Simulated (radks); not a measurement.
Valence configurations of Mo+ (all share [Kr]). All-electron calculation, Dirac Kohn-Sham, PBE, spin-unpolarised, spherical densities, finite nucleus; open shells fill j = l - 1/2 first; Fermi nuclear charge, rms radius 4.4091 fm. Program: a radial shooting solver on a logarithmic mesh with Libxc functionals. Energies are relative to 4d5; eigenvalues in eV.

| valence | E (eV) | e(4d3/2) | e(4d5/2) | e(5p1/2) | e(5p3/2) | e(5s1/2) |
|---|---|---|---|---|---|---|
| 4d5 | 0.000 | -10.474 | -10.260 | - | - | - |
| 4d4 5s1 | 1.033 | -12.824 | - | - | - | -10.944 |
| 4d4.5 5p0.5 | 2.350 | -12.136 | -11.909 | -6.729 | - | - |
| 4d3 5s1 5p1 | 8.134 | -16.482 | - | -8.236 | - | -12.800 |
| 4d1 5s1 5p3 | 29.913 | -24.136 | - | -10.808 | -10.462 | -16.272 |
| 4d4 5p1 | 5.192 | -13.857 | - | -7.420 | - | - |
| 4d3 5p2 | 12.737 | -17.444 | - | -8.752 | - | - |
| 4d4.5 5s0.5 | 0.368 | -11.611 | -11.385 | - | - | -10.361 |
| 4d3 5s2 | 3.614 | -15.475 | - | - | - | -12.161 |
| 5s2 5p3 | 38.708 | - | - | -11.567 | -11.177 | -17.397 |

NIST lists [Kr] 4d5 as the ground configuration; this level of theory agrees among the configurations tried. The energies are those of spherical spin-averaged densities, not of single terms.
